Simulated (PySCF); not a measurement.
## Kr⁺: excitation energy

Kr⁺ [Ar] 3d10 4s2 4p5 (2P) → Kr⁺ [Ar] 3d10 4s1 4p6 (2S), as a difference of total energies. Computed with PySCF 2.14 in ANO-R3, with the spin-free X2C one-electron Hamiltonian (Gaussian nucleus). Correlated levels: valence: [Ar] 3d10 frozen; valence and next inner shell: [Ne] frozen. The calculations carry no spin-orbit coupling.

| method | excitation energy (eV) |
| --- | --- |
| UHF | 17.858 |
| LDA | 14.399 |
| PBE | 14.496 |
| PBE0 | 15.342 |
| r2SCAN | 15.148 |
| B97-3 | 15.323 |
| B2PLYP | 15.339 |
| PW91 | 14.508 |
| MP2 (valence) | 15.503 |
| SCS-MP2 (valence) | 15.242 |
| MP2 (valence and next inner shell) | 15.240 |
| SCS-MP2 (valence and next inner shell) | 15.019 |

Task: How much does correlation contribute at MP2 (valence and next inner shell)?

Result: 15.240 − (17.858) = -2.618 eV, measured against UHF.

Errors of the correlated levels include the incompleteness of this basis and the frozen core.

Every method misses the reference by a wide margin, which points to the basis or the choice of state and not to the methods.

For comparison: 13.292 eV (measured; NIST levels, between the centres of gravity of the two terms).
